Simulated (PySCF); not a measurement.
**Dipole moment and polarisability of `CO[Si@@H](O)[SiH2]C`**

Compound: C₂H₁₀O₂Si₂.
Cartesian coordinates in Å at the GFN2-xTB level; atoms count from 1:
```
atom  x, y, z in Å
C1    -3.0421   -0.0776    0.0233
O2    -1.7025   -0.4352    0.1863
Si3   -0.3878    0.3200   -0.4191
O4    -0.3822    1.9197   -0.0706
Si5    1.2402   -0.9423    0.5838
C6     2.9430   -0.1578    0.2631
H7    -3.3966   -0.3761   -0.9662
H8    -3.6281   -0.5930    0.7855
H9    -3.1778    1.0016    0.1296
H10   -0.4688    0.4747   -1.8731
H11   -0.3180    2.2531    0.8202
H12    1.2919   -2.3206    0.0709
H13    1.1273   -1.0749    2.0519
H14    3.7392   -0.7440    0.7105
H15    3.1487   -0.0849   -0.8009
H16    3.0059    0.8464    0.6732
```

Level: wB97X-D/def2-SVPD (PySCF), static field, nuclei fixed, core orbitals frozen in the response. The polarisability tensor in these axes (au):

```
x   100.38  -2.69   3.30
y    -2.69  81.13  -3.52
z     3.30  -3.52  77.67
```

Task: What are the eigenvalues, a third of the trace, and Δα (Δα² = ½Σ(αi − αj)² over the three pairs)?

Result: Principal values 75.40, 82.43 and 101.35 au; mean 86.39 au = 12.80 Å³ = 14.24 × 10⁻⁴⁰ C²·m²/J; Δα = 23.25 au (27 % of the mean).

Task: What is the dipole moment, and where does it point?

Result: (-0.40, 0.60, 0.77) D, 1.05 D in size, pointing from the negative to the positive side. Measured along this direction, the outermost atoms are H15 and H12 at the negative end and H11 at the positive end.

Task: What depolarisation ratio follows for Rayleigh scattering of linearly polarised light, taking the static tensor?

Result: ρ = 3Δα²/(45ᾱ² + 4Δα²) = 1621.7/(335873 + 2162.2) = 0.0048.

Task: Form Σ f/ω² (atomic units) for the 8 lowest TDDFT singlets, given as eV and f, and set it beside the mean polarisability, which is this sum over all singlets: 6.62, 0.0286; 6.92, 0.0433; 7.58, 0.0160; 7.82, 0.0082; 7.86, 0.0180; 8.00, 0.0355; 8.03, 0.0117; 8.19, 0.0674.

Result: They add up to 2.96 au, 3.4 % of the 86.39 au; the largest single term is 0.74 au, from the state at 8.19 eV. Terms in order: 0.48, 0.67, 0.21, 0.10, 0.22, 0.41, 0.13, 0.74 au. Higher excitations give the rest. The strengths listed sum to 0.229.

Task: Find the Langevin capture rate constant for O2+ (31.990 u) meeting this molecule (122.022 u), k = 2.342 × 10⁻⁹ cm³/s × √(α in Å³ / reduced mass in u).

Result: The reduced mass is 25.35 u, so k = 1.66 × 10⁻⁹ cm³/s. The formula leaves out the permanent dipole, which adds to the capture rate.

Task: How large is μ²/3kT at 350 K beside α?

Result: In Gaussian units μ²/3kT = 7.65 Å³ against 12.80 Å³, a ratio of 0.60; the Debye molar polarisation (4π/3)N_A(α + μ²/3kT) is 51.6 cm³/mol, leaving out the vibrational part.

Task: Give the eigenvalues of the traceless quadrupole moment Θ = ½Σq(3rr − r²1), origin at the centre of nuclear charge.

Result: -9.71, 3.87, 5.84 D·Å. The values depend on the origin, since the dipole doesn't vanish. The electronic extent ⟨r²⟩ about the same centre is 1205 bohr², a root-mean-square distance of 2.26 Å for the 66 electrons.

The structure is a single GFN2-xTB conformer in the gas phase; no vibrational or solvent corrections.
